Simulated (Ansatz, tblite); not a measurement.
Forces on Li₄F₄ at its PBE-D4/def2-SVP geometry. Charge 0, multiplicity 1.

The xTB rows come from tblite. The structure comes from a short search, and lower isomers may exist.

GFN1-xTB (tblite), largest force 0.37 eV/Å:

```xyz
8
positions Å, forces eV/Å
Li    1.544   -1.281    0.761   -0.265    0.221   -0.131
Li    0.303   -0.804   -1.969   -0.053    0.138    0.339
Li   -0.300    0.807    1.968    0.051   -0.139   -0.339
Li   -1.547    1.278   -0.760    0.267   -0.219    0.131
F     1.370   -1.549   -0.895   -0.065    0.074    0.042
F    -0.922    0.354   -2.026    0.044   -0.018    0.097
F    -1.373    1.546    0.896    0.067   -0.074   -0.043
F     0.925   -0.351    2.025   -0.045    0.016   -0.097
```

GFN2-xTB (tblite), largest force 0.21 eV/Å:

```
Li -0.107 0.090 -0.053
Li -0.022 0.056 0.137
Li 0.020 -0.056 -0.137
Li 0.108 -0.088 0.053
F -0.126 0.144 0.082
F 0.085 -0.034 0.188
F 0.128 -0.143 -0.083
F -0.086 0.032 -0.187
```

r2SCANh-D4/def2-TZVP (Ansatz), largest force 0.11 eV/Å:

```
Li 0.082 -0.067 0.041
Li 0.015 -0.042 -0.103
Li -0.017 0.042 0.103
Li -0.081 0.068 -0.040
F 0.040 -0.045 -0.027
F -0.027 0.010 -0.059
F -0.039 0.045 0.026
F 0.027 -0.011 0.059
```
